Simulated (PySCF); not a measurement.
Dipole response of V⁺ (vanadium, charge +1)

[Ar] 3d4, high-spin 5D determinant. All numbers are calculated (PySCF 2.14, scalar relativity by spin-free X2C-1e, in aug-cc-pVDZ-DK (7s6p4d2f, 59 functions)). Coupled (time-dependent) response in atomic units; α is the mean over directions. A double-zeta set is small for polarisabilities.

```tsv
method	mean α (bohr³)	α xx, yy, zz	C₆ (like pair)	S(−4)
UHF	11.91	10.57, 10.57, 14.60	42.51	183.7
PBE	18.71	17.01, 17.01, 22.11	69.23	638.5
PBE0	15.90	15.04, 15.04, 17.63	58.07	405.2
revPBE	18.86	17.62, 17.62, 21.34	69.87	649.4
```

S(−4) is the Cauchy moment in α(ω) = α(0) + S(−4) ω² + …

α(iu) at UHF:

```json
{"u (hartree)": "0", "α(iu) (bohr³)": "11.91"}
{"u (hartree)": "0.0500", "α(iu) (bohr³)": "11.48"}
{"u (hartree)": "0.100", "α(iu) (bohr³)": "10.44"}
{"u (hartree)": "0.200", "α(iu) (bohr³)": "8.177"}
{"u (hartree)": "0.300", "α(iu) (bohr³)": "6.555"}
{"u (hartree)": "0.500", "α(iu) (bohr³)": "4.672"}
{"u (hartree)": "0.750", "α(iu) (bohr³)": "3.404"}
{"u (hartree)": "1.00", "α(iu) (bohr³)": "2.645"}
{"u (hartree)": "1.50", "α(iu) (bohr³)": "1.772"}
{"u (hartree)": "2.00", "α(iu) (bohr³)": "1.274"}
{"u (hartree)": "3.00", "α(iu) (bohr³)": "0.7346"}
{"u (hartree)": "5.00", "α(iu) (bohr³)": "0.3204"}
```

For an ion, C₆ is the dispersion term alone; charge-induced terms of lower order in 1/R come first.

The components differ because the open shell of this determinant is not spherical; for a pure term their mean is the scalar polarisability.
